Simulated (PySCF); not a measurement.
Ru(OH)3 (H3O3Ru), SMILES [OH][Ru]([OH])[OH] (connectivity only; charge and spin as stated), neutral, multiplicity 4. Atoms are numbered in the order given.

```xyz
7

Ru    -0.0417    -0.1650     0.0000
O      0.1084    -0.5476    -1.8388
H     -0.0457     0.0922    -2.5429
O      0.1084    -0.5476     1.8388
H     -0.0457     0.0922     2.5429
O     -0.0761     1.7151     0.0000
H      0.8031     2.1165     0.0000
```
Charge 0, spin multiplicity 4.

Coordinates come from a PBE0-D3(BJ)/def2-SVP optimisation. The spin state was assumed, not searched. The def2 effective core potentials stand for the cores of Ru; spin–orbit coupling is left out. One conformer was computed; it need not be the lowest.

Computed with PBE/def2-TZVPD in PySCF.

Mulliken values depend strongly on the basis, most of all with diffuse functions as here. ESP charges are fitted to the potential on shells at 1.4 to 2.0 van der Waals radii. Atomic charges (e):

```json
[
 {"atom": "Ru1", "Mulliken": "1.22", "ESP fit": "?", "Mulliken spin": "2.53"},
 {"atom": "O2", "Mulliken": "-0.69", "ESP fit": "?", "Mulliken spin": "0.14"},
 {"atom": "H3", "Mulliken": "0.27", "ESP fit": "?", "Mulliken spin": "0.03"},
 {"atom": "O4", "Mulliken": "-0.69", "ESP fit": "?", "Mulliken spin": "0.14"},
 {"atom": "H5", "Mulliken": "0.27", "ESP fit": "?", "Mulliken spin": "0.03"},
 {"atom": "O6", "Mulliken": "-0.67", "ESP fit": "?", "Mulliken spin": "0.13"},
 {"atom": "H7", "Mulliken": "0.30", "ESP fit": "?", "Mulliken spin": "0.01"}
]
```

### Question
Some entries are withheld; supply them. (Estimate from the structure and the level; the computed values follow.)

### Answer

- Ru1, ESP fit: 0.75
- O2, ESP fit: -0.60
- H3, ESP fit: 0.35
- O4, ESP fit: -0.60
- H5, ESP fit: 0.35
- O6, ESP fit: -0.58
- H7, ESP fit: 0.33
